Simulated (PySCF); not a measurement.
## CI⁻: from constants to spectrum

UHF constants of CI⁻, ³Σ⁻ (triplet), unpaired electrons π ↑↑ (basis C aug-cc-pVDZ, I aug-cc-pVDZ-PP with ECP28; scalar-relativistic core potentials; PySCF 2.14; masses 12.0000 and 126.9045 u):

```
ωe              : 200.0 cm⁻¹
ωexe            : 4.04 cm⁻¹
Be              : 0.23722 cm⁻¹
αe              : 0.00551 cm⁻¹
D (centrifugal) : 1.33e-06 cm⁻¹
```

**Question.** Give the vibrational terms G(v) and spacings up to v = 6.

**Answer.** G(v) = ωe(v+½) − ωexe(v+½)².

| v | G(v) (cm⁻¹) | G(v) − G(v−1) | Bv (cm⁻¹) |
| --- | --- | --- | --- |
| 0 | 99.0 |  | 0.2345 |
| 1 | 290.9 | 191.9 | 0.2290 |
| 2 | 474.8 | 183.8 | 0.2234 |
| 3 | 650.5 | 175.8 | 0.2179 |
| 4 | 818.2 | 167.7 | 0.2124 |
| 5 | 977.8 | 159.6 | 0.2069 |
| 6 | 1129.3 | 151.5 | 0.2014 |

Spin–orbit coupling is left out, which matters for elements this heavy, above all for dissociation energies. Hartree–Fock leaves out correlation, which carries a large part of most bond energies and some tenths to 1 eV of ionisation energies. The state was picked by a PBE0 search and need not be the measured ground state.
